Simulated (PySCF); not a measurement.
Compound: C5H4F4S.
Numbering: `[CH3:1][C@@H:2]([F:3])[C:4](=[C:5]=[S:6])[C:7]([F:8])([F:9])[F:10]` (hydrogens: H11, H12, H13 on C1; H14 on C2)

Cartesian coordinates in Å at the GFN2-xTB level; atoms count from 1:
```xyz
14
C5H4F4S angstrom
C     -1.4022   -0.5695    0.8990
C     -0.7195   -0.5887   -0.4612
F     -1.6426   -0.2988   -1.4368
C      0.4178    0.4208   -0.5392
C      0.3012    1.5831   -1.1309
S      0.1254    2.9258   -1.8704
C      1.6729    0.0514    0.1895
F      2.7398    0.7329   -0.2378
F      1.5857    0.2846    1.5164
F      1.9656   -1.2524    0.0706
H     -1.7716    0.4301    1.1156
H     -0.7029   -0.8700    1.6732
H     -2.2411   -1.2611    0.8884
H     -0.3293   -1.5884   -0.6986
```

Vertical excitations from PySCF (density fitting, frozen core in the response, grid level 2 and gas phase unless stated; continuum runs use non-equilibrium linear response for the excitations) on a GFN2-xTB geometry. Reference run:

```json
{"settings": "PBE0/def2-SVPD, full TDDFT, 6 singlets", "S1, eV (f)": "2.45 (0.000)", "S2, eV (f)": "5.32 (0.016)", "S3, eV (f)": "5.71 (0.000)", "S4, eV (f)": "6.32 (0.035)", "S5, eV (f)": "6.48 (0.226)", "S6, eV (f)": "6.57 (0.016)", "T1, eV (Tamm–Dancoff)": "2.08", "mean α (au)": "86.9"}
```

**Question.** What do these settings give: BHandHLYP/def2-SVPD, full TDDFT, 6 singlets?

**Answer.** 
| settings | S1, eV (f) | S2, eV (f) | S3, eV (f) | S4, eV (f) | S5, eV (f) | S6, eV (f) | T1, eV (Tamm–Dancoff) | mean α (au) |
| --- | --- | --- | --- | --- | --- | --- | --- | --- |
| BHandHLYP/def2-SVPD, full TDDFT, 6 singlets | 2.49 (0.000) | 5.52 (0.021) | 5.91 (0.000) | 6.79 (0.025) | 6.96 (1.069) | 7.32 (0.013) | 2.15 | 84.6 |

S1 moves by +0.04 eV (BHandHLYP has 50 % exact exchange, PBE0 25 % exact exchange). States are counted by energy in each run and needn't keep their character from row to row.

**Question.** Give the leading configurations of S1 (H = HOMO, L = LUMO) and the HOMO–LUMO gap of each run.

**Answer.** 
```tsv
settings	S1 configurations (weight)	S1 (eV)	orbital gap (eV)	S1 − gap (eV)
PBE0/def2-SVPD, full TDDFT, 6 singlets	H→L 1.00	2.45	4.23	-1.78
BHandHLYP/def2-SVPD, full TDDFT, 6 singlets	H→L 0.99	2.49	6.25	-3.76
```

One conformer stands for the species.
